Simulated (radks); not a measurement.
Values are calculated unless marked as measured or tabulated.
All-electron atom: V4+ in [Ne] 3s1 3p6 3d2 (not the ground configuration).

Code: a radial shooting solver on a logarithmic mesh with Libxc functionals. Model: non-relativistic Kohn-Sham, SCAN, spin-polarised, spherical densities, point nucleus; open shells are filled with parallel spins first; meta-GGA in the generalised Kohn-Sham scheme.

Energy parts (hartree):
| part | energy |
|---|---|
| total | -937.90975 |
| kinetic | 937.19289 |
| electron-nucleus | -2184.19801 |
| Hartree | 352.58716 |
| exchange-correlation | -43.49179 |

Orbitals (lengths in bohr, moments of r in powers of bohr; <r^-3> diverges for s and p1/2; r(max) is where P^2 peaks):
| orbital | occ. | eigenvalue (hartree) | r(max) | <r^-3> | <r^2> |
|---|---|---|---|---|---|
| 1s up | 1 | -198.7202 | 0.04411 | - | 0.006036 |
| 1s down | 1 | -198.6985 | 0.04411 | - | 0.006036 |
| 2s up | 1 | -24.37132 | 0.2576 | - | 0.1137 |
| 2s down | 1 | -24.30872 | 0.2576 | - | 0.1132 |
| 2p up | 3 | -20.85486 | 0.2092 | 302.7 | 0.09298 |
| 2p down | 3 | -20.79810 | 0.2090 | 303.5 | 0.09254 |
| 3s up | 1 | -4.71080 | 0.8143 | - | 0.9766 |
| 3p up | 3 | -3.70911 | 0.8293 | 39.29 | 1.078 |
| 3p down | 3 | -3.50418 | 0.8343 | 38.09 | 1.109 |
| 3d up | 2 | -2.13050 | 0.8131 | 3.829 | 1.350 |

The highest occupied level is 3d up at -57.974 eV. The electron density at the nucleus is 8134 e/bohr^3. The density falls to 0.001 e/bohr^3 at r = 2.58 bohr. Virial ratio -V/T = 2.00076. The spin density at the nucleus is 48.30 e/bohr^3 (1s 0.64, 2s -0.56, 3s 48.22), a Fermi contact field of 2.53e+03 T.

Empty levels of this run are not shown, since the potential may be unsettled where no density lies.
